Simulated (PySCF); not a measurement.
Te(OH)(OSiH3), H4O2SiTe, SMILES O[Te]O[SiH3], B3LYP/def2-SVP optimised geometry. Atoms within 1.6 Å of the plane z = 0.0 Å (x, y, z in Å): O2 (-1.70, -2.33, -0.76), H3 (-1.36, -2.51, 0.13), O4 (-0.41, 0.37, -1.38), Si5 (0.21, 1.10, 0.00), H6 (-0.26, 0.41, 1.24), H7 (-0.29, 2.51, 0.00), H8 (1.70, 1.10, 0.00).

Calculation: PySCF with B3LYP/def2-TZVP, def2 effective core potentials past Kr. The core electrons that the potentials of Te replace are not part of the density. Cells within 0.4 Å of a nucleus heavier than hydrogen are left out (blank, or x).

Map of the electrostatic potential (hartree/e), clipped to [-0.08, 0.12] on the plane z = 0.0 Å:

```
|22222222222222222222222222222|
|22222222222222222222222222222|
|22222111111222222222222222222|
|22111111111222222222222222222|
|11111111112223322222222222222|
|11111111112358632222222222222|
|11111111122499974322222222222|
|11111111122699997532222222222|
|11111111223699999953222222222|
|11111112234899999998532222222|
|11111112236999xx9999952222222|
|11111111236999xx9999962222222|
|11111111235999999999942222222|
|11111111124899999997432222222|
|11111111123599999963222222222|
|11111111112458999643222222222|
|11111000112456765432222222222|
|11110000013466654322222222222|
|11100000135677653222222222222|
|11100000499997643222222222222|
|11100002999998643222222222222|
|11100003999998543222222222222|
|11110013899997543222222222222|
|11111012489975433222222222222|
|11111111235554433222222222222|
|11111111223333333322222222222|
|11111111222333333322222222222|
|11111112222233333222222222222|
|11111122222222222222222222222|
```
Scale: ten equal steps from -0.035 (start of '0') to 0.120 (end of '9'), in the order '0123456789'; x runs from -5.00 to 5.00, y from -5.00 (bottom) to 5.00 (top).
